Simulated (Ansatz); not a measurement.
Molecule: CH$_{3}$Li, charge 1, multiplicity 2. 
Coordinates optimised at B3LYP-D3(BJ)/def2-TZVP (Ansatz, a quantum-chemistry and plane-wave program):
```xyz
5

Li    -1.2099    -0.6994    -1.0459
C      0.3737     0.2160     0.3231
H      0.7604    -0.7188     0.7146
H     -0.3074     0.7948     0.9378
H      0.9345     0.7261    -0.4529
```
Charge +1, spin multiplicity 2.

Total electronic energies in hartree. Valence correlation only, unless marked. Open shells are spin-unrestricted. No spin-orbit coupling. Non-relativistic. FCI takes restricted orbitals. CBS marks a two-point X^-3 extrapolation of the correlation energy; Hartree-Fock from the larger set. [CCSD(T)-MP2]/basis is that difference in the basis named.

```csv
level,program,energy (Eh)
HF/def2-SVP,Ansatz,-46.78579
RI-HF/def2-QZVPP,Ansatz,-46.84039
BLYP/def2-TZVPD,Ansatz,-47.13173
PBE0/STO-3G,Ansatz,-46.49658
PBE0-D4/def2-TZVPD,Ansatz + dftd4,-47.08742
BHLYP-D3(BJ)/def2-TZVPD,Ansatz + dftd3,-47.13768
r2SCAN0/def2-TZVPD,Ansatz,-47.12941
wB97M-V/def2-TZVPD,Ansatz,-47.11744
MP2/STO-3G,Ansatz,-46.29783
CCSD/def2-QZVPPD,Ansatz,-47.02691
CCSD(T)/6-31G,Ansatz,-46.89946
CCSD(T)/def2-SVPD,Ansatz,-46.94656
FCI/STO-3G,Ansatz,-46.31708
"RI-MP2/CBS(def2-TZVPP,def2-QZVPP)+[CCSD(T)-MP2]/def2-SVP",Ansatz,-47.0401
"CCSD(T)/CBS(def2-TZVPPD,def2-QZVPPD)",Ansatz,-47.0383
```

Totals of different functionals don't rank their quality; only differences between species are comparable.
